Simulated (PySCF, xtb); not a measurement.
C₅H₈Si, SMILES C#C[C@@H]1C[C@@H]1[SiH3].

Harmonic wavenumbers (cm⁻¹) from GFN2-xTB run with xtb at its own minimum, in rising order: 62, 113, 166, 234, 263, 446, 452, 536, 566, 650, 661, 688, 775, 786, 793, 820, 876, 963, 990, 1034, 1066, 1080, 1125, 1210, 1298, 1380, 1468, 2242, 2263, 2279, 2283, 3005, 3020, 3074, 3089, 3399.

Question: What does PBE-D3(BJ)/def2-SVP run with PySCF give at its own minimum? (An estimate is asked for; the answer gives what the named calculation found.)

Answer: 81, 130, 178, 237, 263, 489, 501, 556, 608, 642, 658, 693, 766, 821, 881, 886, 908, 915, 968, 980, 1027, 1056, 1095, 1166, 1257, 1333, 1414, 2158, 2162, 2169, 2181, 3061, 3067, 3077, 3159, 3410. Paired by order, the mean absolute difference is 40 cm⁻¹ and the zero-point energies are 64.6 and 64.3 kcal/mol.
